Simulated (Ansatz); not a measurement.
`O[SiH2]N[Si](O)(O)O` + `N[SiH2]N` → `N[SiH2]N[SiH2]O` + `N[Si](O)(O)O`  (ligand exchange at the Si–N bond)

Program: Ansatz. Geometries: PBE0-D4/def2-TZVP. ΔE: electronic, gas phase. CBS: MP2 limit from def2 TZ/QZ plus the TZ coupled-cluster correction, frozen cores. This one scheme is used for every species. DFT in def2-TZVPP. One conformer a species, not always the lowest.

`O[SiH2]N[Si](O)(O)O`:

```xyz
14

O     1.491    1.404    1.611
Si    0.037    1.727    0.917
N    -0.228    0.826   -0.538
Si   -0.278   -0.871   -0.626
O     0.302   -1.297    0.854
O    -1.746   -1.563   -0.802
O     0.587   -1.445   -1.894
H     1.600    0.480    1.853
H    -1.051    1.431    1.883
H     0.055    3.163    0.552
H    -0.275    1.352   -1.398
H    -0.056   -2.104    1.228
H    -1.911   -2.002   -1.637
H     1.475   -1.102   -2.005
```

`N[SiH2]N`:

```xyz
9

N     0.304    1.182   -0.799
Si    0.027    0.143    0.532
N    -0.348   -1.416   -0.065
H     1.015    0.986   -1.484
H     0.108    2.167   -0.729
H    -1.035    0.848    1.308
H     1.177   -0.104    1.451
H    -0.122   -2.236    0.470
H    -1.127   -1.570   -0.685
```

`N[SiH2]N[SiH2]O`:

```xyz
13

N    -0.496    1.601    1.788
Si   -1.022    0.792    0.373
N     0.342    0.297   -0.559
Si    0.651   -1.195   -1.351
O     1.887   -2.062   -0.689
H    -1.034    2.366    2.160
H     0.041    1.140    2.503
H    -1.797   -0.461    0.583
H    -1.892    1.791   -0.306
H     1.049    1.012   -0.677
H    -0.621   -1.959   -1.302
H     1.111   -0.968   -2.740
H     1.781   -2.354    0.217
```

`N[Si](O)(O)O`:

```xyz
10

N     0.941   -0.991    0.640
Si   -0.120    0.087   -0.130
O    -1.719    0.000    0.226
O     0.043   -0.281   -1.714
O     0.278    1.621    0.297
H     1.069   -1.916    0.264
H     1.077   -0.969    1.636
H    -2.059    0.700    0.785
H    -0.720   -0.087   -2.260
H     1.210    1.837    0.255
```

```
             level  ΔE (eV)
         r2SCAN-D4     0.07
            B2PLYP     0.04
CCSD(T)/def2-TZVPP     0.05
     MP2/CBS(def2)     0.05
```

Question: What does CCSD(T)/CBS give? (Best estimate.)

Answer: Ansatz gave: +0.05 eV. The listed levels differ from it by 0.02, -0.01, 0.00, 0.00 eV.

Largest T1 diagnostic among the species: 0.011.

The D4 term adds +0.04 eV with B3LYP and +0.02 eV with PBE0; it sums over pairs of atoms, weighted by their polarisabilities, and B3LYP, whose exchange is more repulsive, gets the larger term.

B3LYP here is the variant with VWN-RPA as its local correlation; programs differ in this.
